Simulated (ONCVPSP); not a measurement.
xenon: ONCV pseudisation with PBEsol, scalar-relativistic reference atom.

- Element: xenon (Xe)
- Generator: ONCVPSP 4.0.1
- Type: optimised norm-conserving Vanderbilt (ONCV)
- Functional: PBEsol
- Relativity: scalar-relativistic
- Frozen core: [Kr]
- Valence charge: 18
- Reference configuration: 4d10 5s2 5p6
- Partial waves: 5s: rc 1.65 bohr, ncon 3, nbas 7, qcut 4.1 1/bohr, 2 projectors, debl 1.1 Ha; 5p: rc 2.10 bohr, ncon 5, nbas 9, qcut 3.3 1/bohr, 3 projectors, debl 3.3 Ha; 4d: rc 1.20 bohr, ncon 4, nbas 9, qcut 11.1 1/bohr, 2 projectors, debl 1.6 Ha
- Local potential: polynomial inside 0.80 bohr (lpopt 5, dvloc0 2 Ha)
- Core correction: Teter function, fcfact 2.25, rcfact 1.3

In the d channel the program set the typed energies aside and used -2.180, 0.250 Ha.

All-electron outer shells of the reference configuration (PBEsol, scalar-relativistic, ld1.x):

| shell | level (eV) | outermost node (bohr) | outermost maximum (bohr) |
| --- | --- | --- | --- |
| 4s | -197.17 | 0.36 | 0.66 |
| 4p | -141.07 | 0.36 | 0.69 |
| 4d | -59.31 | 0.34 | 0.75 |
| 5s | -19.78 | 0.85 | 1.63 |
| 5p | -8.24 | 0.92 | 1.91 |

What the tests gave:

```
Cutoffs needed             : 52 Ha and 59 Ha (the cutoffs (Ha) at which the residual kinetic energy of the hardest occupied pseudo-wave falls to 1 and 0.1 mHa per electron)
Ghost test                 : ghosts flagged at negative energy: s at -437.2 eV; GHOST(+) flagged for p at 28.9 eV, s at 114.0 eV; a true bound ghost makes a file unfit for plane-wave use
Largest excitation error   : -278 meV (all-electron minus pseudo) for 4d9 5s2 5p6, out of 4 test configurations
rms error of d²Exc/dni dnj : 5.66 mHa without and 3.21 mHa with the model core
```

Generation and tests took about 5.5 s on one core of a shared server CPU.
